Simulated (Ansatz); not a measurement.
`SC1O[SiH2]1` → C• + 4 H• + O• + S• + Si•  (atomization)

Program: Ansatz. Geometries: PBE0-D4/def2-TZVP. ΔE: electronic, gas phase. CCSD(T)/CBS adds triple-zeta CCSD(T) − MP2 to the extrapolated MP2 energy (def2 sets, frozen cores). This one scheme is used for every species, atoms too. Functionals use def2-TZVPP. HSE06 is defined as in plane-wave codes. Open shells (•) are unrestricted, without spin–orbit coupling. Spin–orbit coupling would lower the free atoms: a little for C, O, S, Si. One conformer a species, not always the lowest.

`SC1O[SiH2]1`:

```xyz
8

S     1.904   -0.470    0.095
C     0.267   -0.164   -0.502
O    -0.309    1.161   -0.225
Si   -1.121    0.006    0.650
H     2.570    0.240   -0.836
H     0.107   -0.461   -1.535
H    -2.509   -0.294    0.241
H    -0.909   -0.019    2.111
```

```tsv
level	ΔE (eV)
PBE-D4	28.73
HSE06-D4	28.05
revPBE	27.43
SCS-MP2/def2-TZVPP	27.60
```

(1) What does CCSD(T)/CBS give? (An estimate is asked.)

Largest T1 diagnostic among the species: 0.015.

Results:

(1) The calculation gave: +28.10 eV. The listed levels differ from it by 0.63, -0.05, -0.67, -0.50 eV.

From r2SCAN to r2SCAN0 (25 % exact exchange), in def2-TZVPP and without D4, ΔE moves by −0.65 eV: exact exchange takes away binding that semilocal exchange gives to molecules. Leaving LDA and LC-ωPBE aside and taking each functional with its dispersion term where it has one, the values, not all of them listed here, spread over 1.85 eV, from BHLYP-D4 to PBE-D4. LDA lies +4.19 eV from PBE without D4, its usual overbinding. At CCSD(T), def2-SVP lies −2.33 eV from the extrapolated value and def2-TZVPP −0.93 eV: correlation converges slowly with the basis, and small sets miss more of it in the bonded molecule than in its fragments.

For atomizations the MP2-based limit and the directly extrapolated one differ by several kJ/mol either way, and by 10 to 25 for some Ge, Se and Sn compounds, so smaller differences from it don't rank the levels.
